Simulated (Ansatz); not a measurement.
Reaction: CH5BN (SMILES [N](B)C, doublet) → CH5BN (SMILES [BH]NC, doublet)
Each species at its own B3LYP-D3(BJ)/def2-TZVP minimum (Ansatz, a first-principles code).

Total energies in hartree (Ansatz). UHF or UKS for unpaired electrons; spin-orbit terms are left out. Correlated methods leave the cores frozen. No relativity. The UHF reference of CH5BN (B[N]C, doublet) is spin-contaminated (<S^2> up to 0.03 over the pure value in the sets run).

| species | HF/cc-pVTZ | CCSD(T)/cc-pVTZ | HF/cc-pVQZ | CCSD(T)/cc-pVQZ | CCSD(T)/cc-pVDZ | CCSDT(Q)/cc-pVDZ |
|---|---|---|---|---|---|---|
| 1: CH5BN (SMILES B[N]C, doublet) | -119.92127 | -120.43545 | -119.92966 | -120.47069 | -120.31246 | -120.31454 |
| 2: CH5BN (SMILES [BH]NC, doublet) | -119.92310 | -120.44171 | -119.93148 | -120.47726 | -120.31740 | -120.31906 |

Question: Work out the isomerisation energy (electronic) in kcal/mol: take Hartree-Fock from cc-pVQZ, extrapolate the CCSD(T) correlation energy as X^-3 (X = 3, 4), and add CCSDT(Q) - CCSD(T) in cc-pVDZ. 1 hartree = 627.51 kcal/mol.

Answer: 
Species 1: correlation (64·(-0.54103) - 27·(-0.51418))/37 = -0.56062; step -0.00208; E1 = -119.92966 + (-0.56062) + (-0.00208) = -120.49236
Species 2: correlation (64·(-0.54578) - 27·(-0.51861))/37 = -0.56561; step -0.00166; E2 = -119.93148 + (-0.56561) + (-0.00166) = -120.49875
-1·E1 +1·E2 = -0.00639 hartree = -4.0 kcal/mol.
